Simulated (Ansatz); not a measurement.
A run on C2H6BN, SMILES `BC(C)=N` with other settings.

```yaml
crystal:
  periodic: [false, false, false]
  atoms:
    - {symbol: B, position_ang: [-0.858939, 1.003994, -0.545533]}
    - {symbol: C, position_ang: [0.223684, -0.053144, -0.204541]}
    - {symbol: C, position_ang: [0.197505, -0.972905, 0.967731]}
    - {symbol: N, position_ang: [1.287917, 0.031787, -0.912746]}
    - {symbol: H, position_ang: [-1.283734, 1.077844, -1.660514]}
    - {symbol: H, position_ang: [-1.172445, 1.821915, 0.270283]}
    - {symbol: H, position_ang: [-0.619441, -1.694075, 0.865050]}
    - {symbol: H, position_ang: [1.143144, -1.510249, 1.051556]}
    - {symbol: H, position_ang: [0.007283, -0.412030, 1.887612]}
    - {symbol: H, position_ang: [1.158125, 0.655764, -1.715898]}
basis:
  gaussian: {orbitals: def2-SVP}
total_charge: 1
magnetization: {spin_polarized: true, initial_magnetization: 1}
hamiltonian: {xc: {name: r2SCAN0}, dispersion: d3bjatm}
```

```sh
$ ansatz run in.yaml --threads 2 --pin off --events-out ev --progress --plain --max-ram 4352MiB
```

It prints (some lines left out):

```
Functional definition: r2SCAN0
990 factors; their error is unknown
mean field evaluation 1: about -4308.1249 eV, gradient 4.6e1 eV
mean field evaluation 2: about -4263.3101 eV, gradient 9.2e1 eV
mean field evaluation 4: about -4319.6106 eV, gradient 1.4e1 eV
mean field evaluation 8: about -4320.7662 eV, gradient 5.1e-1 eV
mean field evaluation 16: about -4320.7719 eV, gradient 2.8e-2 eV
mean field -4320.77190486 eV, -158.7854387792 hartree, gradient 2.6e-5 eV, S^2 0.769637; 2 other end points of the search recorded, 0 dependent functions left out
reference -4320.77191292 eV, -158.7854390754 hartree; 15, 14 occupied and 71, 72 virtual orbitals, 990 factors
Total energy: -4320.82398413 eV, -158.7873526570 hartree
```

Run time 6.5 s (2 threads of an Arm Neoverse V1 on a shared host); peak host memory 0.23 GiB.
